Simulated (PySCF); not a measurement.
WOBr₄, SMILES [O]=[W]([Br])([Br])([Br])[Br], multiplicity 1.

Coordinates come from a PBE0-D3(BJ)/def2-SVP optimisation. The multiplicity is an assumed one; other spin states were not compared. The def2 effective core potentials stand for the cores of W; spin–orbit coupling is left out.

The numbers are results of HF/def2-TZVP in PySCF, not measurements.

Symmetry labels are those of the subgroup Cs that the program uses (full group C3v).

Computed valence orbital energies around the gap with their symmetry:
```tsv
orbital	symmetry	energy (eV)
HOMO−7	A"	-13.43
HOMO−6	A'	-13.37
HOMO−5	A"	-12.34
HOMO−4	A'	-12.34
HOMO−3	A"	-12.23
HOMO−2	A'	-11.71
HOMO−1	A"	-10.87
HOMO	A'	-10.87
LUMO	A'	-1.36
LUMO+1	A"	-1.36
LUMO+2	A'	-0.04
LUMO+3	A"	-0.04
```
